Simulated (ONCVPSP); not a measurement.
## rhodium ONCV: all-electron and pseudo phase curves

```json
{"Element": "rhodium (Rh)", "Generator": "ONCVPSP 4.0.1", "Type": "optimised norm-conserving Vanderbilt (ONCV)", "Functional": "PBEsol", "Relativity": "scalar-relativistic", "Frozen core": "[Kr]", "Valence charge": "9", "Reference configuration": "4d8 5p1", "Partial waves": "s scattering state at 0.05 Ha: rc 3.50 bohr, ncon 5, nbas 8, qcut 2.3 1/bohr, 3 projectors, debl 3.1 Ha; 5p: rc 3.90 bohr, ncon 3, nbas 6, qcut 2.3 1/bohr, 2 projectors, debl 2.4 Ha; 4d: rc 1.95 bohr, ncon 3, nbas 7, qcut 6.7 1/bohr, 2 projectors, debl 1.1 Ha", "Local potential": "polynomial inside 1.50 bohr (lpopt 5, dvloc0 0 Ha)", "Core correction": "Teter function, fcfact 5.5, rcfact 1.55"}
```

In the s channel the program set the typed energies aside and used -0.202, 2.898, 5.998 Ha.

The phase is arctan(r·R′/R) of the radial function R(r), unwrapped; energies in Ha, scanned from -2 to 5 Ha. A pole is an energy at which the radial function vanishes at the test radius. The pseudo phase is shifted by a multiple of π to meet the all-electron one at the reference energy, and phase errors are pseudo minus all-electron; the curves can meet again beyond the range given. Levels narrower than the energy grid can be missing from the lists of poles. Where the grid stepped over a known ghost or core level, its pole and its step of π were put in at the level’s energy.

| channel | radius (bohr) | reference energy (Ha) | poles, all-electron | poles, pseudo | unbroken range about the reference energy with phases within 0.05 rad | phase error 1 Ha above the reference energy (rad) |
| --- | --- | --- | --- | --- | --- | --- |
| s | 3.56 | -0.20 | 0.10, 2.21 | 0.10, 2.19 | below 0.7 | -0.136 |
| p | 3.96 | -0.06 | -1.92, 0.29, 1.98, 4.54 | 0.28, 1.77, 2.01, 4.12 | -1.9 to 0.5 | -0.761 |
| d | 1.98 | -0.28 | 0.26 | 0.26 | the whole range | +0.000 |

Note: no bound ghost flagged but for a GHOST(-) flag that falls on a real empty level of the atom; GHOST(+) flagged for p at 50.3 eV, s at 84.6 eV.

Phases in the s channel:

| E (Ha) | all-electron | pseudo |
| --- | --- | --- |
| -1.98 | 1.392 | 1.392 |
| -1.80 | 1.380 | 1.379 |
| -1.62 | 1.364 | 1.364 |
| -1.44 | 1.345 | 1.345 |
| -1.26 | 1.319 | 1.319 |
| -1.08 | 1.283 | 1.282 |
| -0.90 | 1.227 | 1.226 |
| -0.72 | 1.124 | 1.122 |
| -0.54 | 0.871 | 0.868 |
| -0.36 | -0.111 | -0.115 |
| -0.18 | -1.194 | -1.194 |
| 0.00 | -1.486 | -1.487 |
| 0.18 | -1.622 | -1.625 |
| 0.36 | -1.731 | -1.738 |
| 0.54 | -1.872 | -1.891 |
| 0.72 | -2.173 | -2.242 |
| 0.90 | -3.169 | -3.379 |
| 1.08 | -4.135 | -4.202 |
| 1.26 | -4.415 | -4.440 |
| 1.44 | -4.532 | -4.545 |
| 1.62 | -4.598 | -4.606 |
| 1.80 | -4.642 | -4.648 |
| 1.98 | -4.676 | -4.680 |
| 2.16 | -4.705 | -4.708 |
| 2.34 | -4.731 | -4.734 |
| 2.52 | -4.759 | -4.760 |
| 2.70 | -4.789 | -4.790 |
| 2.88 | -4.828 | -4.828 |
| 3.06 | -4.884 | -4.890 |
| 3.24 | -4.987 | -4.970 |
| 3.42 | -5.255 | -5.210 |
| 3.60 | -6.381 | -6.221 |
| 3.78 | -7.359 | -7.323 |
| 3.96 | -7.590 | -7.581 |
| 4.14 | -7.683 | -7.679 |
| 4.32 | -7.733 | -7.732 |
| 4.50 | -7.766 | -7.766 |
| 4.68 | -7.790 | -7.790 |
| 4.86 | -7.809 | -7.809 |
